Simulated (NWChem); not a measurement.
System: HSeSBr; SMILES S[Se]Br

Parts of the log:

```
             Northwest Computational Chemistry Package (NWChem) 7.3.0
             --------------------------------------------------------

 C1  symmetry detected

                             Geometry "geometry" -> ""
                             -------------------------

 Output coordinates in angstroms (scale by  1.889725989 to convert to a.u.)

  No.       Tag          Charge          X              Y              Z
 ---- ---------------- ---------- -------------- -------------- --------------
    1 Se                  34.0000     0.72509329    -0.60116208     0.00478943
    2 Br                  35.0000    -0.22582359     1.52128716     0.00775676
    3 S                   16.0000    -0.97179303    -1.92483104     0.05208047
    4 H                    1.0000    -1.20065745    -2.00824349    -1.26761454

 Effective nuclear repulsion energy (a.u.)     506.2741336297

                                Z-matrix (autoz)
                                --------

 Units are Angstrom for bonds and degrees for angles

      Type          Name      I     J     K     L     M      Value
      ----------- --------  ----- ----- ----- ----- ----- ----------
    1 Stretch                  1     2                       2.32573
    2 Stretch                  1     3                       2.15262
    3 Stretch                  3     4                       1.34199
    4 Bend                     1     3     4                98.68791
    5 Bend                     2     1     3               103.81749
    6 Torsion                  2     1     3     4          87.14412

                           NWChem Geometry Optimization
                           ----------------------------

 maximum gradient threshold         (gmax) =   0.000450
 rms gradient threshold             (grms) =   0.000300
 maximum cartesian step threshold   (xmax) =   0.001800
 rms cartesian step threshold       (xrms) =   0.001200
 fixed trust radius                (trust) =   0.300000
 source of zmatrix                         =   autoz

          -------------------
          Energy Minimization
          -------------------

 Using diagonal initial Hessian
 Scaling for Hessian diagonals: bonds = 1.00  angles = 0.25  torsions = 0.10

          --------
          Step   0

                                 NWChem DFT Module
                                 -----------------

[...]

      ----------------------
      Optimization converged
      ----------------------

  Step       Energy      Delta E   Gmax     Grms     Xrms     Xmax
  ---- ---------------- -------- -------- -------- -------- --------
@    5   -5373.06720521 -7.0D-08  0.00007  0.00003  0.00014  0.00028
                                     ok       ok       ok       ok

                                Z-matrix (autoz)
                                --------

 Units are Angstrom for bonds and degrees for angles

      Type          Name      I     J     K     L     M      Value     Gradient
      ----------- --------  ----- ----- ----- ----- ----- ---------- ----------
    1 Stretch                  1     2                       2.35180   -0.00004
    2 Stretch                  1     3                       2.17018    0.00007
    3 Stretch                  3     4                       1.35650   -0.00001
    4 Bend                     1     3     4                98.38839   -0.00000
    5 Bend                     2     1     3               104.55678   -0.00000
    6 Torsion                  2     1     3     4          86.89953   -0.00000

                         Geometry "geometry" -> "geometry"
                         ---------------------------------

 Output coordinates in angstroms (scale by  1.889725989 to convert to a.u.)

[...]

 Rotational Constants
 --------------------
 A=   0.213602 cm-1  (  0.307319 K)
 B=   0.048572 cm-1  (  0.069882 K)
 C=   0.039899 cm-1  (  0.057405 K)

 Temperature                      =   298.15K
 frequency scaling parameter      =   1.0000

 Zero-Point correction to Energy  =    6.737 kcal/mol  (  0.010736 au)
 Thermal correction to Energy     =    9.650 kcal/mol  (  0.015378 au)
 Thermal correction to Enthalpy   =   10.242 kcal/mol  (  0.016322 au)

 Total Entropy                    =   75.951 cal/mol-K
   - Translational                =   41.641 cal/mol-K (mol. weight = 191.8147)
   - Rotational                   =   27.745 cal/mol-K (symmetry #  =        1)
   - Vibrational                  =    6.565 cal/mol-K

 Cv (constant volume heat capacity) =   13.120 cal/mol-K
   - Translational                  =    2.979 cal/mol-K
   - Rotational                     =    2.979 cal/mol-K
   - Vibrational                    =    7.161 cal/mol-K

[normal modes left out]

 ----------------------------------------------------------------------------
 Normal Eigenvalue ||           Projected Infra Red Intensities
  Mode   [cm**-1]  || [atomic units] [(debye/angs)**2] [(KM/mol)] [arbitrary]
 ------ ---------- || -------------- ----------------- ---------- -----------
    1       -0.000 ||    0.000421           0.010         0.411       0.842
    2       -0.000 ||    0.000074           0.002         0.073       0.149
    3       -0.000 ||    0.000001           0.000         0.001       0.002
    4       -0.000 ||    0.000106           0.002         0.104       0.213
    5       -0.000 ||    0.000222           0.005         0.217       0.445
    6        0.000 ||    0.000332           0.008         0.323       0.663
    7      132.119 ||    0.000937           0.022         0.913       1.874
    8      281.824 ||    0.019377           0.447        18.890      38.755
    9      377.432 ||    0.023577           0.544        22.984      47.154
   10      415.694 ||    0.012436           0.287        12.123      24.873
   11      844.112 ||    0.002039           0.047         1.988       4.079
   12     2663.652 ||    0.000475           0.011         0.463       0.950
 ----------------------------------------------------------------------------
```

Level: PBE0/def2-SVP. This build's default masses of Se (78.918 u) and Br (79.917 u) are each other's, which moves their modes by up to 0.6 %.

Question: Which NWChem input produces such a log?

Answer: One answer among several that fit: the input that was run:
```
start job
memory heap 200 mb stack 900 mb global 1100 mb
geometry units angstroms
  Se    -0.467643    -0.108988     0.820917
  Br     1.226688     0.582552    -0.614373
  S     -1.863761    -1.109854    -0.476342
  H     -1.320189    -2.336570    -0.451266
end
basis spherical
  * library def2-svp
end
dft
  xc pbe0
  iterations 150
end
driver
  maxiter 120
end
task dft optimize
task dft freq
```
